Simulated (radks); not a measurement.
The platinum ion Pt17+, configuration [Kr] 4d10 4f13 5s2. All-electron calculation, scalar-relativistic Kohn-Sham, LB94 model potential, spin-polarised, spherical densities, finite nucleus; open shells are filled with parallel spins first (spin-orbit coupling, left out, can overturn this in heavy ions); Fermi nuclear charge, rms radius 5.427 fm. Program: a radial shooting solver on a logarithmic mesh with Libxc functionals.

Unscreened Slater integrals over Kohn-Sham orbitals (cm^-1). They are taken over the spin-up orbitals.

integral    value
F0(5s,5s)  231580
F0(5s,4f)  275500
G3(5s,4f)   37607
F0(5s,4d)  278120
G2(5s,4d)   32425
F0(4f,4f)  414010
F2(4f,4f)  208740
F4(4f,4f)  133610
F6(4f,4f)   96906
F0(4f,4d)  418650
F2(4f,4d)  207860
F4(4f,4d)  134480
G1(4f,4d)  236670
G3(4f,4d)  153780
G5(4f,4d)  110190
F0(4d,4d)  427890
F2(4d,4d)  218270
F4(4d,4d)  146770

Derived for the open shells (J is the average intra-shell exchange parameter used in DFT+U). 4f: F4/F2 = 0.640, F6/F2 = 0.464, J = (286 F2 + 195 F4 + 250 F6)/6435 = 17090 cm^-1.
